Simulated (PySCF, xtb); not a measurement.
C2H4BNO2, SMILES C(CB(O)O)#N.

GFN2-xTB run with xtb 6.7.1 at its own geometry gives an orbital gap of 6.07 eV and a dipole moment of 3.00 D.

Geometry: B3LYP-D3(BJ)/def2-SVP. The values are those of a single conformer.

Q: What does PySCF with PBE/def2-TZVP give? (Estimate from the structure and the level; the computed values follow.)

A: gap 7.36 eV (levels -7.91 and -0.54 eV), dipole 2.94 D.
